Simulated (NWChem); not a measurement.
System: C$_{2}$H$_{7}$FOSi; SMILES OC[SiH2]CF

Output (shortened):

```
             Northwest Computational Chemistry Package (NWChem) 7.3.0
             --------------------------------------------------------

 C1  symmetry detected

                             Geometry "geometry" -> ""
                             -------------------------

 Output coordinates in angstroms (scale by  1.889725989 to convert to a.u.)

  No.       Tag          Charge          X              Y              Z
 ---- ---------------- ---------- -------------- -------------- --------------
    1 O                    8.0000     0.96955156    -2.04804268     0.22624142
    2 C                    6.0000    -0.27747604    -1.71918479    -0.37604293
    3 Si                  14.0000    -0.83511771     0.03940420     0.13619804
    4 C                    6.0000     0.60870682     1.21555125    -0.31374832
    5 F                    9.0000     0.33028070     2.50037291     0.11477607
    6 H                    1.0000     0.84885087    -2.08883341     1.18011162
    7 H                    1.0000    -0.09963668    -1.78830008    -1.45025049
    8 H                    1.0000    -1.02768955    -2.47896769    -0.12905475
    9 H                    1.0000    -2.05496116     0.42058585    -0.57525931
   10 H                    1.0000    -1.02073756     0.07184495     1.59285059
   11 H                    1.0000     0.77864314     1.28425850    -1.39186490
   12 H                    1.0000     1.55085534     0.93053961     0.16252615

 Effective nuclear repulsion energy (a.u.)     234.2444526429

                                Z-matrix (autoz)
                                --------

 Units are Angstrom for bonds and degrees for angles

      Type          Name      I     J     K     L     M      Value
      ----------- --------  ----- ----- ----- ----- ----- ----------
    1 Stretch                  1     2                       1.42337
    2 Stretch                  1     6                       0.96234
    3 Stretch                  2     3                       1.91468
    4 Stretch                  2     7                       1.09102
    5 Stretch                  2     8                       1.09594
    6 Stretch                  3     4                       1.91583
    7 Stretch                  3     9                       1.46270
    8 Stretch                  3    10                       1.46879
    9 Stretch                  4     5                       1.38272
   10 Stretch                  4    11                       1.09359
   11 Stretch                  4    12                       1.09349
   12 Bend                     1     2     3               110.74237
   13 Bend                     1     2     7               105.02112
   14 Bend                     1     2     8               110.13263
   15 Bend                     2     1     6               108.62204
   16 Bend                     2     3     4               106.35210
   17 Bend                     2     3     9               110.61689
   18 Bend                     2     3    10               108.80908
   19 Bend                     3     2     7               111.65826
   20 Bend                     3     2     8               112.15355
   21 Bend                     3     4     5               110.23716
   22 Bend                     3     4    11               112.78125
   23 Bend                     3     4    12               112.76927
   24 Bend                     4     3     9               110.74941
   25 Bend                     4     3    10               108.33654
   26 Bend                     5     4    11               106.16714
   27 Bend                     5     4    12               106.30189
   28 Bend                     7     2     8               106.83138
   29 Bend                     9     3    10               111.79159
   30 Bend                    11     4    12               108.17272
   31 Torsion                  1     2     3     4          54.68317
   32 Torsion                  1     2     3     9         175.00550
   33 Torsion                  1     2     3    10         -61.82285
   34 Torsion                  2     3     4     5        -175.56394
   35 Torsion                  2     3     4    11          65.96603
   36 Torsion                  2     3     4    12         -56.93141
   37 Torsion                  3     2     1     6          64.90459
   38 Torsion                  4     3     2     7         -61.96940
   39 Torsion                  4     3     2     8         178.15860
   40 Torsion                  5     4     3     9          64.19942
   41 Torsion                  5     4     3    10         -58.74172
   42 Torsion                  6     1     2     7        -174.41573
   43 Torsion                  6     1     2     8         -59.72728
   44 Torsion                  7     2     3     9          58.35293
   45 Torsion                  7     2     3    10        -178.47543
   46 Torsion                  8     2     3     9         -61.51907
   47 Torsion                  8     2     3    10          61.65257
   48 Torsion                  9     3     4    11         -54.27061
   49 Torsion                  9     3     4    12        -177.16805
   50 Torsion                 10     3     4    11        -177.21175
   51 Torsion                 10     3     4    12          59.89080

  pbe96 is a nonlocal functional; adding pw91lda local functional.

[...]

      ----------------------
      Optimization converged
      ----------------------

  Step       Energy      Delta E   Gmax     Grms     Xrms     Xmax
  ---- ---------------- -------- -------- -------- -------- --------
@   13    -544.23389203 -3.7D-07  0.00008  0.00002  0.00061  0.00171
                                     ok       ok       ok       ok

                                Z-matrix (autoz)
                                --------

 Units are Angstrom for bonds and degrees for angles

[...]
```

Level: PBE-D3(BJ)/def2-SVP. No frequency run checked for a minimum.

**Question.** Which NWChem input produces such a log?

**Answer.** Several could match; the one computed here: the input that was run:
```
start job
memory heap 200 mb stack 900 mb global 1100 mb
geometry units angstroms
  O     -2.092554     0.731987     0.715402
  C     -1.806305    -0.359375    -0.152332
  Si    -0.017352    -0.240330    -0.824244
  C      1.126506    -0.110882     0.707172
  F      2.437295     0.079620     0.310357
  H     -2.068471     1.546337     0.203196
  H     -1.948182    -1.251647     0.459262
  H     -2.548069    -0.405492    -0.957784
  H      0.313695    -1.422207    -1.619897
  H      0.113937     0.996845    -1.604952
  H      1.121861    -1.018563     1.317113
  H      0.875215     0.735134     1.352790
end
basis spherical
  * library def2-svp
end
dft
  xc xpbe96 cpbe96
  disp vdw 4
  iterations 150
end
driver
  maxiter 120
end
task dft optimize
```
